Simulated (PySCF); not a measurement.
# Removing the step error of a finite difference

System: CH₆AlFGeO, singlet, geometry from GFN2-xTB (such geometries of metal compounds can be far from the true shape). Level: PBE/6-31G, polarisability in PySCF. Sums are taken with unrounded values, so a last digit can differ.

Second differences of the energy in a field along z gave a polarisability along z of 67.832 bohr³ at step 0.02 and 70.914 bohr³ at step 0.05 (atomic units).

Problem. Extrapolate to zero step.

Solution. The leading error of a symmetric difference goes as h², so A(h) = A0 + c h². Then c = (70.914 - (67.832))/(0.05² - 0.02²) = 1470 (atomic units) and A0 = 67.832 - c × 0.02² = 67.246 bohr³. The analytic value from the same program and level is 67.380 bohr³: the smaller step missed it by 0.453, the extrapolation by -0.134.
